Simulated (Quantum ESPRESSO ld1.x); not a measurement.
Results of a calculation; reference values are marked as such.
The run below uses ld1.x (Quantum ESPRESSO 7.5).

```
 &input
    atom='Be',
    iswitch=1,
    rel=0,
    dft='PBE',
    config='[He] 6d1',
    dx=0.01,
    rmax=200,
    verbosity='high',
    prefix='ld1',
    max_out_wfc=37,
    file_charge='ld1.rho',
 /
```

Output (excerpt):

```
     Program LD1 v.7.5 starts

     --------------------------- All-electron run ----------------------------

     atomic number is  4.00
     dft =PBE   lsd =0 sic =0 latt =0  beta=0.20 tr2=1.0E-14
     Exchange-correlation= PBE
                           (   1   4   3   4   0   0   0)
     mesh =1369 r(mesh) = 199.07978 a.u. xmin = -7.00 dx = 0.01000
     1 Ry =  13.60569312 eV

     n l     nl                  e(Ry)          e(Ha)          e(eV)
     1 0     1S 1( 2.00)      -9.605801621      -4.802900810   -130.6935891
     6 2     6D 1( 1.00)      -0.097505327      -0.048752664     -1.3266276

     final scf error:  9.8E-15 reached in  37 iterations

     Etot =     -27.359612 Ry,     -13.679806 Ha,    -372.246481 eV

     Ekin =      27.269726 Ry,      13.634863 Ha,     371.023522 eV
     Encl =     -59.359969 Ry,     -29.679985 Ha,    -807.633522 eV
     Eh   =       9.325636 Ry,       4.662818 Ha,     126.881746 eV
     Exc  =      -4.595005 Ry,      -2.297502 Ha,     -62.518227 eV
```

Run on one thread of a shared host, so times are rough (Intel(R) Xeon(R) Processor @ 2.60GHz): 0.46 s of CPU time, 1.3 s wall, 37 iterations on 1369 mesh points.
